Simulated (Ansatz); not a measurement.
`C[S][Zr]([F])([F])[F]` and `C[N](C)[Zr]([F])([F])[F]` differ in one atom or group.

Ansatz, PBE0-D4/def2-TZVP geometries, multiplicity 1. Each molecule was computed in one conformer, which needn't be the lowest. `C[S][Zr]([F])([F])[F]` holds a close contact that its SMILES doesn't draw: H···Zr 2.64 Å.

Elements past krypton have def2 core potentials.

```json
{"property": "size of the dipole moment (B3LYP/def2-TZVPP) / D", "`C[S][Zr]([F])([F])[F]`": "1.76"}
{"property": "size of the dipole moment (PBE/def2-TZVPP) / D", "`C[S][Zr]([F])([F])[F]`": "1.73"}
{"property": "HOMO–LUMO gap (B3LYP/def2-TZVPP) / eV", "`C[S][Zr]([F])([F])[F]`": "5.53"}
{"property": "HOMO–LUMO gap (PBE0/def2-TZVPP) / eV", "`C[S][Zr]([F])([F])[F]`": "6.01"}
{"property": "LUMO energy (PBE0/def2-TZVPP) / eV", "`C[S][Zr]([F])([F])[F]`": "-1.63"}
{"property": "size of the dipole moment (ωB97M-V/def2-TZVPP) / D", "`C[S][Zr]([F])([F])[F]`": "1.63"}
```

**Question.** Give the same properties after the change, and the shifts. (Estimate.)

**Answer.** The calculation gave: 
| property | `C[N](C)[Zr]([F])([F])[F]` | shift |
| --- | --- | --- |
| size of the dipole moment (B3LYP/def2-TZVPP) / D | 2.88 | 1.12 |
| size of the dipole moment (PBE/def2-TZVPP) / D | 2.81 | 1.08 |
| HOMO–LUMO gap (B3LYP/def2-TZVPP) / eV | 5.76 | 0.23 |
| HOMO–LUMO gap (PBE0/def2-TZVPP) / eV | 6.22 | 0.21 |
| LUMO energy (PBE0/def2-TZVPP) / eV | -0.85 | 0.78 |
| size of the dipole moment (ωB97M-V/def2-TZVPP) / D | 2.72 | 1.09 |

With PBE0 the HOMO rises by 0.57 eV and the LUMO rises by 0.78 eV, so the gap widens by about 0.21 eV. PBE moves the HOMO by 0.65 eV and ωB97M-V by 0.45 eV. Dipoles are sizes alone; their direction can turn.

Positive LUMOs are unbound, so they and the gaps depend on the basis.

B3LYP here is the variant with VWN-RPA as its local correlation; programs differ in this.
